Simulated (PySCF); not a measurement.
Ligands exchanged one at a time, Si Cl-NH2. All species are isolated molecules in the gas phase. One relaxed conformer stands for each flexible species; it need not be the lowest. Strings in code marks are SMILES.

These are TPSSh-D3(BJ)/def2-TZVP (PySCF) values and carry that method's errors. Excitations are Tamm–Dancoff values on a coarser integration grid. The basis has no diffuse functions, so Rydberg states are missing or too high.

```csv
species,HOMO (eV),T1 excitation (TDA) (eV)
2 of 4 Cl replaced by NH2 (`N[Si](N)(Cl)Cl`),-7.20,6.70
3 of 4 Cl replaced by NH2 (`Cl[Si](N)(N)N`),-6.33,6.09
4 of 4 Cl replaced by NH2 (`[Si](N)(N)(N)N`),-5.88,5.81
```
